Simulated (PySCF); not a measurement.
**The second ionisation energy along group 11**

Calculated with PySCF 2.14 from differences of total energies of unrestricted determinants, without spin-orbit coupling. Values in eV. The last column holds reference values (NIST; (s) semi-empirical, (t) theoretical, else measured). Unmarked ones compare directly (S terms, centres of terms, or small fine structure); those marked * lie between the lowest fine-structure levels and include a spin-orbit shift.

```tsv
element	configurations	UHF	MP2 (valence)	SCS-MP2 (valence)	reference
Cu (def2-TZVP, non-relativistic)	[Ar] 3d10 → [Ar] 3d9	17.429	20.621	20.221	20.292 *
Ag (def2-TZVP with the def2 core potential (28 electrons), ECP)	[Kr] 4d10 → [Kr] 4d9	19.797	21.306	21.143	21.484 *
Au (def2-TZVP with the def2 core potential (60 electrons), ECP)	[Xe] 4f14 5d10 → [Xe] 4f14 5d9	19.053	20.662	20.511	20.203 ± 0.025 *
```

"Valence" correlates the outer s and p shells and, in groups 3 to 12 and the f block, the outer d or f shell, open or full, or the next shell where the ion has no valence electron left; the wider scheme adds the next inner shell.
